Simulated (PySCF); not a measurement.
A calculated (PBE0, PySCF 2.14, ANO-RCC-VTZP, the spin-free X2C one-electron Hamiltonian (Gaussian nucleus)) atom or ion has these occupied shells.

| shell | electrons | orbital energy (eV) | rms radius, mean of both spins (bohr) |
| --- | --- | --- | --- |
| 1s β | 1 | -20924.7 | 0.0394 |
| 1s α | 1 | -20924.7 | 0.0394 |
| 2s α | 1 | -3013.6 | 0.162 |
| 2s β | 1 | -3012.9 | 0.162 |
| 2p α | 3 | -2697.6 | 0.144 |
| 2p β | 3 | -2696.9 | 0.144 |
| 3s α | 1 | -540.73 | 0.443 |
| 3s β | 1 | -540.33 | 0.443 |
| 3p α | 3 | -436.09 | 0.448 |
| 3p β | 3 | -435.62 | 0.448 |
| 3d α | 5 | -266.54 | 0.437 |
| 3d β | 5 | -265.69 | 0.437 |
| 4s α | 1 | -88.127 | 1.13 |
| 4s β | 1 | -83.881 | 1.13 |
| 4p α | 3 | -59.162 | 1.26 |
| 4p β | 3 | -54.128 | 1.26 |
| 4d α | 5 | -18.224 | 1.78 |
| 5p α | 1 | -8.645 | 4.03 |

Problem. Name the element and its charge.

Solution. Tc⁺ (technetium, charge +1), in [Kr] 4d5 5p1, high-spin 7P determinant (an excited configuration).
